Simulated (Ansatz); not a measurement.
Basis-set extrapolation for CH6O2Si, SMILES `OC[SiH2]O` (PBE0-D4/def2-TZVP geometry, frozen core, Ansatz). Multiplicity 1, RHF reference.

```json
{"": "HF", "def2-TZVPP": "-480.148838", "def2-QZVPP": "-480.167537"}
{"": "MP2 correlation", "def2-TZVPP": "-0.783117", "def2-QZVPP": "-0.843810"}
{"": "CCSD(T) correlation", "def2-TZVPP": "-0.844223", "def2-QZVPP": "not run"}
```

Energies in hartree. Use E(X) = E(∞) + A·exp(−7.88·√X) for Hartree–Fock and E(X) = E(∞) + B·X^(−2.97) for correlation, with X = 3 and 4, and add CCSD(T) minus MP2 of the smaller set to the MP2 limit.

**Question.** What is the CCSD(T) energy at the basis-set limit?

**Answer.** HF limit: -480.167537 + (-0.018699) × 0.13774 = -480.17011. MP2 limit: -0.843810 + (-0.060693) × 0.74074 = -0.88877. Higher-order term: -0.844223 − (-0.783117) = -0.06111. Total: -481.11999 hartree, 3.45 eV below CCSD(T)/def2-TZVPP.
